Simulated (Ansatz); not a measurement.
A nudged elastic band was laid between two geometries of CH3 + GaH3O2 (10 atoms, charge 0, multiplicity 2).

Theory: UKS PBE/def2-SVP (Ansatz).

| Item | Value |
| --- | --- |
| movable images | 9 |
| climbing image | yes |
| spring | 5.0 eV/Å² |
| optimiser | quadratic models (default) |
| start path | through a guess of the saddle point |
| force threshold | 0.05 eV/Å |
| iteration limit | 60 |
| end points | relaxed |

Image 0:

```xyz
10
Properties=species:S:1:pos:R:3
Ga 0.066 -0.266 -0.126
H -0.070 -0.043 1.419
O 1.689 -0.289 -0.900
H 1.614 -0.437 -1.861
O -1.265 -0.531 -1.321
H -2.146 -0.511 -0.904
C -0.026 0.069 3.986
H -0.679 -0.808 4.093
H 1.064 -0.061 3.948
H -0.456 1.079 3.990
```

Image 10:

```xyz
10
Properties=species:S:1:pos:R:3
Ga -0.036 -0.795 -0.573
H 0.072 -0.535 2.433
O 1.439 0.009 -1.283
H 2.263 -0.423 -0.990
O -1.582 -0.009 -1.136
H -2.369 -0.450 -0.763
C 0.015 -0.025 3.416
H -0.541 -0.665 4.127
H 1.038 0.151 3.796
H -0.508 0.942 3.298
```

(1) What changes between the two ends?

(2) What energy profile does the band end with?

(3) What is the geometry of the highest image?

Results:

(1) Bonds broken: Ga1–H2. Bonds formed: H2–C7. CH3 + GaH3O2 becomes CH4 + GaH2O2.

(2) It converged. The highest image is number 1 of 0 to 10, 0.2 kJ/mol above the first end and 136.8 kJ/mol above the last; the last end lies 136.6 kJ/mol below the first. The top lies less than 8 meV above the higher end, about what the thresholds resolve: that end is a shoulder or a very shallow well. A vibrational analysis at the climbing image gives one clearly imaginary mode, 77i cm⁻¹, and a faint second one (36i cm⁻¹) that may be numerical noise or a soft torsion: probably a first-order saddle point.

```tsv
image	path coordinate (Å)	energy (kJ/mol)	Ga1–H2 (Å)	H2–C7 (Å)
0	0.00	0.0	1.57	2.57
1	0.59	0.2	1.58	2.20
2	1.33	-108.6	2.24	1.22
3	2.06	-129.2	2.76	1.11
4	2.80	-130.4	3.14	1.11
5	3.53	-130.1	3.13	1.11
6	4.27	-129.8	3.21	1.11
7	5.01	-129.4	2.99	1.11
8	5.74	-124.8	3.22	1.11
9	6.47	-136.1	3.28	1.11
10	7.20	-136.6	3.02	1.11
```

(3) 
```xyz
10
Properties=species:S:1:pos:R:3
Ga 0.065 -0.300 0.000
H -0.057 -0.159 1.573
O 1.690 -0.354 -0.775
H 1.612 -0.443 -1.743
O -1.272 -0.423 -1.213
H -2.156 -0.397 -0.805
C -0.025 0.063 3.760
H -0.543 -0.886 3.956
H 1.072 0.097 3.800
H -0.596 1.002 3.771
```

Time of the run: 4.3 min on 4 threads of Arm Neoverse V1, on a shared host, peak memory 0.18 GiB.
